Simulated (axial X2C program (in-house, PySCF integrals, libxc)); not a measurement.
**A run on RuH without results**

A two-component calculation with an in-house all-electron X2C program for linear molecules (integrals from PySCF).

Input and command:
```json
{"zs": [44, 1], "q": 0, "bas": ["dyall-acv3z", "dyall-av3z"], "r0": 1.57, "eom": "ip", "rq": -1, "thr": -2.0, "nmax": 95, "grid": [1, 0.96, 1.045, 0.92, 1.09, 1.15]}
```
```bash
python soeom.py task.json out
```

Keys: zs atomic numbers; q charge; bas basis sets; r0 starting distance in Å; eom kind of EOM run; rq charge at which the geometry is sought; thr threshold in hartree for freezing inner shells (an s shell follows its p shell); nmax most natural virtual spinors; grid distances as factors.

Outcome:

The PBE0 distance search ended without bracketing a minimum (an unconverged step or the end of its range); this says nothing on whether the molecule is bound.
